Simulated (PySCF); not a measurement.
SMILES [OH][Ga]([OH])[OH] (H₃GaO₃), singlet (B3LYP/def2-SVP optimised geometry):

```
7

Ga    -0.155    -0.385     0.000
O     -1.045    -1.930     0.000
H     -2.004    -1.813    -0.003
O     -1.049     1.157     0.000
H     -0.468     1.930    -0.002
O      1.627    -0.385     0.000
H      2.004    -1.275     0.003
```

Computed with B3LYP/def2-TZVP (PySCF 2.14.0).

**Question.** What are the frontier orbital energies and the dipole moment?

**Answer.** HOMO-2 -9.38 eV, HOMO-1 -8.67 eV, HOMO -8.67 eV, LUMO -1.34 eV, LUMO+1 0.01 eV; dipole moment 0.00 D.

On the same geometry PBE/def2-TZVP run with PySCF gives HOMO-2 -7.99 eV, HOMO-1 -7.20 eV, HOMO -7.20 eV, LUMO -1.90 eV, LUMO+1 -0.46 eV; dipole moment 0.00 D.

Meta-Löwdin charges at B3LYP/def2-TZVP: Ga1 1.11, O2 -0.72, H3 0.35, O4 -0.72, H5 0.35, O6 -0.72, H7 0.35.
